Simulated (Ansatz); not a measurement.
ZrAu6⁺, relaxed as a doublet with UKS r2SCAN-D4/def2-SVP in Ansatz, starting from the GFN1-xTB geometry. Force threshold 0.02 eV/Å.

In the def2 sets Au, Zr take a core potential; there is no spin–orbit coupling. The structure comes from a short search, and lower isomers may exist.

Start:

Cartesian coordinates in Å:
```
Zr 0.119 0.149 0.308
Au -0.675 -1.849 1.937
Au 1.441 0.388 -2.080
Au -2.398 -0.874 -0.015
Au 0.180 2.332 1.717
Au 2.626 -0.830 0.126
Au -1.293 0.683 -1.993
```

Question: Estimate the energy that the relaxation releases and the steps that it takes.

Answer: 0.14 eV, in 6 steps; 2.1 min on 4 threads of Arm Neoverse V2 on a shared host. The force fell under the threshold at step 5, but the optimiser went on. No frequencies were taken in this run, so the end may be a saddle point.

Question: Does the start keep its bonding and symmetry?

Answer: By distances, no bond broke or formed. The bond that changes most is Zr1–Au5, from 2.60 to 2.48 Å (atoms count from 1).

Question: Predict the relaxed structure.

Answer: 
```xyz
7

Zr    0.188    0.073    0.392
Au   -0.860   -1.814    1.978
Au    1.374    0.314   -2.067
Au   -2.344   -0.872   -0.060
Au    0.170    2.226    1.632
Au    2.738   -0.667    0.036
Au   -1.267    0.740   -1.910
```
Bond lengths (bridged metal pairs left out): 6 × Au–Zr 2.48 to 2.80 Å; 4 × Au–Au 2.68 to 2.69 Å.
